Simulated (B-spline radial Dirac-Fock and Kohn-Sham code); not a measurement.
**Sm 3p3/2: cross section and angular parameters**

System: atomic samarium, configuration [Xe] 4f6 6s2; threshold 1419.8 eV (tabulated edge). Calculated with a radial B-spline solver, using Dirac-Hartree-Slater photoionisation with a Latter tail; cross sections with all multipoles, angular parameters from the dipole term and its interference with E2.

| hν (eV) | σ (kb) | β | γ | δ |
| --- | --- | --- | --- | --- |
| 1980 | 127 | 1.375 | 0.209 | 0.028 |
| 2640 | 77.1 | 1.578 | -0.016 | 0.007 |
| 3260 | 51.3 | 1.638 | -0.035 | 0.007 |
| 4000 | ? | ? | ? | ? |
| 4500 | 26.1 | 1.665 | 0.127 | 0.012 |
| 4940 | 21.2 | 1.663 | 0.208 | 0.014 |
| 6000 | 13.5 | 1.647 | 0.412 | 0.018 |
| 6650 | 10.6 | 1.632 | 0.535 | 0.022 |
| 7020 | 9.26 | 1.624 | 0.602 | 0.023 |
| 8047.8 | 6.61 | 1.598 | 0.782 | 0.029 |
| 9930 | 3.85 | 1.550 | 1.083 | 0.040 |
| 13500 | 1.69 | 1.460 | 1.544 | 0.064 |
| 15000 | 1.26 | 1.424 | 1.704 | 0.075 |

Question: Give the values at 4000 eV.

Answer: σ = 33.7 kb, β = 1.662, γ = 0.045, δ = 0.010.
